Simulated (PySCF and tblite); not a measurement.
Values are calculated unless marked as measured or tabulated.
C8H13ClO, numbered as in [CH3:1][O:2][C@@H:3]1[CH2:4][C@@H:5]2[CH2:6][CH2:7][C@H:8]1[C@@H:9]2[Cl:10]. Level: PBE0-D3(BJ)/6-31G*//GFN2-xTB, thermal terms from GFN2-xTB, symmetry numbers and mirror pairs counted. Conformers within 2.5 kcal/mol (GFN2-xTB free energy) were kept, 6 at most. GIAO shieldings: PBE0/6-31G*. Shifts are against TMS (¹H), TMS (¹³C) at the same level. Codes: tblite and PySCF.

Torsions listed: C1–O2–C3–C4. The 5-ring runs over atoms 3–4–5–9–8. The 5-ring runs over atoms 5–6–7–8–9.

```json
{"conformer": "1", "shape": "5-ring envelope (ring torsions -34, 54, -55, 36, -1°); 5-ring envelope (ring torsions -2, -34, 56, -57, 37°); -169°", "point group": "C1", "mirror pair": "no", "ΔE(DFT)": "0.00", "Δ(G−E) at 250 K": "0.00", "δ C8 (ppm)": "44.1"}
{"conformer": "2", "shape": "5-ring envelope (ring torsions -34, 54, -55, 35, -1°); 5-ring envelope (ring torsions -2, -34, 56, -57, 37°); -79°", "point group": "C1", "mirror pair": "no", "ΔE(DFT)": "0.32", "Δ(G−E) at 250 K": "0.00", "δ C8 (ppm)": "47.9"}
```

Energies in kcal/mol; the thermal term leaves out symmetry numbers and mirror images.

Question: Work out the weights at 250 K and the ¹³C shift of C8 under fast exchange.

Answer: RT = 0.497 kcal/mol. Each conformer gets RT ln(σ/g), with σ the rotational symmetry number and g = 2 for a mirror pair: 1: σ = 1, g = 1, G = 0.00 + 0.00 + 0.00 = 0.00, 0.00 above the lowest, exp(−ΔG/RT) = 1.000; 2: σ = 1, g = 1, G = 0.32 + 0.00 + 0.00 = 0.32, 0.32 above the lowest, exp(−ΔG/RT) = 0.524. The sum is 1.524, so the weights are 65.7, 34.3 %. The averaged shift is 45.4 ppm. At 298.15 K it is 45.5 ppm. At 298.15 K the leading conformer alone gives 44.1 ppm and bare DFT energies give 45.5 ppm.
